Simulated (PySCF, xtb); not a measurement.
CH7FOSi2, SMILES [SiH3][Si@H](F)OC.

GFN2-xTB (xtb 6.7.1) at its own geometry gives an orbital gap of 4.56 eV and a dipole moment of 1.71 D.

Geometry: B3LYP-D3(BJ)/def2-SVP. The structure was generated by enumeration; whether it is a known compound was not checked. The values are those of a single conformer.

Problem. What does PBE/def2-TZVP (PySCF) give? (Estimate from the structure and the level; the computed values follow.)

Solution. gap 5.99 eV (levels -6.99 and -1.00 eV), dipole 1.42 D.
